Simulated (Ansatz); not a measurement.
Job for Ansatz (a first-principles code): R-B3LYP-D3(BJ)/def2-TZVP on F3Re (SMILES [F][Re]([F])[F]), 2S+1 = 1, a spin state set in the input, which need not be the lowest. Elements past Kr take the def2 small-core potentials; no spin–orbit coupling.

Ansatz 0.2 input:
```yaml
crystal:
  periodic: [false, false, false]
  atoms:
    - {symbol: Re, position_ang: [0.14094921, 0.02864982, 0.01603449]}
    - {symbol: F, position_ang: [-1.54532367, -0.87188683, -0.06166586]}
    - {symbol: F, position_ang: [-0.19089426, 1.68680861, -0.75948826]}
    - {symbol: F, position_ang: [1.53728100, -0.77650632, 0.74907548]}
basis:
  gaussian:
    orbitals: def2-TZVP
hamiltonian:
  xc: b3lyp
  dispersion: d3bj
relax: {f_tol: 0.005, max_steps: 120}
```

**Question.** Give the final energy of this run.

**Answer.** -378.0085 hartree.

**Question.** How many basis functions does it have, and what does it roughly cost on one machine?

**Answer.** 133 functions; around 40 core-seconds (rough).
